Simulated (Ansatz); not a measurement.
```xyz
6

N    -0.7538   -0.6367    0.6456
V     0.2028    0.2080   -0.3024
F     0.7354   -0.8128   -1.5829
F    -0.6850    1.5538   -0.9074
Cl    1.8594    0.8612    0.8925
H    -1.3589   -1.1734    1.2546
```

Charge 0, multiplicity 1.

Q: List the r2SCAN/def2-TZVPP orbital energies in eV (Ansatz 0.2.0). (An estimate is asked.)

A: The calculation gave: Occupied: -5348.58, -2753.76, -666.69, -666.69, -605.17, -509.58, -509.55, -509.41, -386.51, -255.15, -193.65, -193.59, -193.55, -73.07, -46.92, -46.88, -46.71, -30.81, -30.65, -21.56, -21.29, -12.77, -12.21, -12.03, -11.52, -11.45, -11.10, -10.74, -10.17, -9.46, -8.87, -8.35, -8.02. Lowest empty: -4.41, -4.34, -3.13, -2.84, -2.67, 0.28, 1.79, 2.84.
